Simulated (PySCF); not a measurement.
C2H7O, SMILES C(C)[OH2+], charge +1. The structure is a stationary point at PBE-D3(BJ)/def2-TZVP. The isomer is the one that the SMILES or the coordinates give; other isomers of the formula were not compared.

Level of theory: PBE-D3(BJ)/def2-TZVP (PySCF).

Harmonic wavenumbers (cm⁻¹): 181, 262, 357, 634, 747, 775, 898, 925, 1097, 1184, 1278, 1333, 1361, 1423, 1439, 1448, 1619, 2975, 3037, 3050, 3065, 3117, 3526, 3607. Rotational constants (GHz): 30.10, 8.250, 7.331; symmetry number 1.

Work out the zero-point energy and the ideal-gas rigid-rotor harmonic-oscillator thermochemistry at 298.15 K and 1 atm.

ZPE = ½ Σ hcν = ½ × 39341 cm⁻¹ = 235.31 kJ/mol. H − E(el) = 250.31 kJ/mol. Entropy in J/(mol K): translation 156.78, rotation 94.96, vibration 27.10, total 278.84. G − E(el) = 167.17 kJ/mol. Cp = 74.15 J/(mol K).
